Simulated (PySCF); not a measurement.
C3H6FNSi, SMILES F[C@H]1C[SiH2]C=N1. Coordinates come from a PBE0-D3(BJ)/def2-SVP optimisation. The structure was generated by enumeration; whether it is a known compound was not checked. One conformer was computed; it need not be the lowest.

Computed equilibrium geometry at PBE0-D3(BJ)/def2-SVP (PySCF confirms it by a frequency run) as Cartesian coordinates in Å (one conformer of several):
```xyz
12

F     -1.7071    -1.5175     0.0009
C     -0.7666    -0.6456    -0.4696
C     -0.9230     0.7243     0.1952
Si     0.8429     1.3836     0.2322
C      1.4663    -0.4047     0.0328
N      0.5424    -1.2286    -0.2701
H     -0.9117    -0.5709    -1.5644
H     -1.6783     1.3476    -0.3019
H     -1.2531     0.5523     1.2331
H      1.2013     2.2511    -0.9313
H      1.2629     2.0637     1.4920
H      2.4858    -0.8009     0.1547
```
